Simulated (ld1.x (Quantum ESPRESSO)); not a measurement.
**Scattering properties, ultrasoft potential for Hf**

Hf (Z = 72), ultrasoft, made with ld1.x (Quantum ESPRESSO) 7.5 (PBEsol, scalar-relativistic). Core [Kr] 4d10 4f14, reference 5s2 5p6 5d2.5 6s1.5 6p0. Waves: 5s (bound): rcut 1.45, rcutus 1.70 bohr; 6s (bound): rcut 1.45, rcutus 1.70 bohr; 5p (bound): rcut 2.15, rcutus 2.35 bohr; 6p (bound, empty): rcut 2.15, rcutus 2.35 bohr; 5d (bound): rcut 1.20, rcutus 1.65 bohr; 5d channel at 0.35 Ry: rcut 1.20, rcutus 1.65 bohr. Local part: all-electron potential smoothed inside 1.65 bohr (lloc = -1). Core correction: Bessel-smoothed model core inside 0.85 bohr. Augmentation charge: PSQ, inside the norm-conserving radii.

The phase is arctan(r·u′/u) with u = r·R(r), unwrapped; energies in Ry, scanned from -7 to 5 Ry. A pole is an energy at which the radial function vanishes at the test radius. The pseudo phase is shifted by a multiple of π to meet the all-electron one at the reference energy, and phase errors are pseudo minus all-electron; the curves can meet again beyond the range given. Levels narrower than the energy grid can be missing from the lists of poles.

| channel | radius (bohr) | reference energy (Ry) | poles, all-electron | poles, pseudo | unbroken range about the reference energy with phases within 0.05 rad | phase error 1 Ry above the reference energy (rad) |
| --- | --- | --- | --- | --- | --- | --- |
| s | 2.56 | -0.36 | -4.82, 3.07 | -4.82, 3.37 | below 4.6 | +0.005 |
| p | 2.56 | -0.10 | -2.39, 4.87 | -4.17, -2.39, 3.97 | -2.7 to 0.9 | -0.054 |
| d | 2.56 | -0.17 | 0.78 | 0.78 | the whole range | -0.000 |

The ghost test of this file was not conclusive. Its overlap operator is not positive definite in a basis up to 400 Ry (lowest eigenvalue s -397.89, p -0.30), so the file is unfit for use: the generalised eigenproblem breaks down once the basis is large enough, and its test numbers describe a broken file.

Phases in the p channel:

```
E (Ry)  all-electron  pseudo
 -7.00         1.412   4.559
 -6.74         1.408   4.556
 -6.48         1.404   4.553
 -6.22         1.399   4.550
 -5.96         1.395   4.546
 -5.70         1.389   4.543
 -5.44         1.383   4.540
 -5.18         1.377   4.538
 -4.92         1.369   4.539
 -4.66         1.360   4.547
 -4.40         1.349   4.592
 -4.14         1.336   0.803
 -3.88         1.319   1.238
 -3.62         1.295   1.248
 -3.36         1.256   1.221
 -3.10         1.176   1.144
 -2.84         0.857   0.814
 -2.58        -1.243  -1.241
 -2.32        -1.613  -1.617
 -2.06        -1.703  -1.708
 -1.80        -1.751  -1.756
 -1.54        -1.786  -1.790
 -1.28        -1.817  -1.821
 -1.02        -1.849  -1.851
 -0.76        -1.884  -1.886
 -0.50        -1.925  -1.926
 -0.24        -1.977  -1.977
  0.02        -2.045  -2.046
  0.28        -2.141  -2.144
  0.54        -2.285  -2.296
  0.80        -2.514  -2.550
  1.06        -2.883  -2.975
  1.32        -3.373  -3.523
  1.58        -3.808  -3.955
  1.84        -4.093  -4.213
  2.10        -4.269  -4.367
  2.36        -4.382  -4.466
  2.62        -4.460  -4.535
  2.88        -4.517  -4.585
  3.14        -4.560  -4.625
  3.40        -4.595  -4.657
  3.66        -4.623  -4.685
  3.92        -4.647  -4.708
  4.18        -4.668  -4.730
  4.44        -4.686  -4.750
  4.70        -4.702  -4.769
  4.96        -4.718  -4.787
```
